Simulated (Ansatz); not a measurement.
Two isomers of CH6InNO: A = `C[NH][InH][OH]`, B = `NC[O][InH2]`.

Calculated with Ansatz (gas phase, PBE0-D4/def2-TZVP geometries, no zero-point term in ΔE). CCSD(T)/CBS is the MP2 limit (def2-TZVPP, def2-QZVPP) plus CCSD(T) − MP2 in def2-TZVPP, frozen cores. Functionals use def2-TZVPP. B3LYP here is the variant with VWN-RPA as its local correlation; programs differ in this. Elements past krypton have def2 core potentials. For In outer-core shells are correlated without core-valence functions, which leaves a few kJ/mol of doubt a bond. One conformer a species, not always the lowest.

A:

Z-matrix (Å, degrees):
```
C
N 1 1.442
H 1 1.098 2 112.6
H 1 1.093 2 110.3 3 118.9
H 1 1.098 2 112.7 3 -121.9
In 2 2.005 1 127.6 3 -120.9
H 2 1.007 1 113.0 3 60.3
O 6 1.990 2 112.2 1 0.5
H 6 1.692 2 128.1 1 -179.8
H 8 0.959 6 113.5 2 -0.6
```

B:

Z-matrix (Å, degrees):
```
C
O 1 1.406
N 1 1.433 2 113.9
H 1 1.100 2 111.6 3 -122.1
H 1 1.098 2 108.5 3 119.6
In 2 1.990 1 124.2 3 127.5
H 3 1.013 1 109.9 2 56.9
H 3 1.013 1 110.5 2 -61.2
H 6 1.703 2 111.8 1 177.5
H 6 1.713 2 112.6 1 -3.2
```

Problem. Which is lower in electronic energy at CCSD(T)/CBS, and by how much? (Best estimate.)

Solution. The calculation gave: A, by 72.2 kJ/mol.

Problem. Give E(B) − E(A) in kJ/mol with CCSD(T)/def2-TZVPP, r2SCAN-D4, CCSD/def2-TZVPP, B3LYP, PBE0-D4, PBE-D4, B3LYP-D4. (Estimate.)

Solution. Ansatz gave: CCSD(T)/def2-TZVPP 63.9, r2SCAN-D4 57.2, CCSD/def2-TZVPP 63.1, B3LYP 57.2, PBE0-D4 55.8, PBE-D4 55.1, B3LYP-D4 57.6. None reverses the order clearly.

Largest T1 diagnostic: 0.016.

In def2-TZVPP, CCSD(T) changes the Hartree–Fock value by +11.9 kJ/mol (the triples alone add +0.9 kJ/mol) and MP2 by +22.0 kJ/mol.
